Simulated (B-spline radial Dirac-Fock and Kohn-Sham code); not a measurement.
**Relativistic shifts of the levels of Ti³⁺**

System: the Ti³⁺ ion, [Ar] 3d1.

Both columns are ΔSCF binding energies of the configuration average from a radial B-spline solver: non-relativistic Hartree-Fock with a point nucleus, and Dirac-Fock with a finite nucleus and the Coulomb interaction alone, averaged over the two j levels with weights 2j+1.

```
shell  Hartree-Fock (eV)  Dirac-Fock (eV)  shift (eV)  shift (%)
   1s             4988.3           5020.5      +32.19      +0.65
   2s              606.7            612.8       +6.19      +1.02
   2p              506.5            507.2       +0.68      +0.13
   3s              109.1            110.0       +0.90      +0.83
   3p              79.42            79.50       +0.08      +0.10
   3d              42.41            42.20       -0.22      -0.51
```

Relativity binds 1s, 2s, 2p, 3s, 3p more strongly, among those listed most of all 2s in relative terms, and 3d more weakly, because the contracted s and p shells screen the nucleus better.

Values without a named source are computed, but for edge energies of neutral atoms, which are taken from tables.
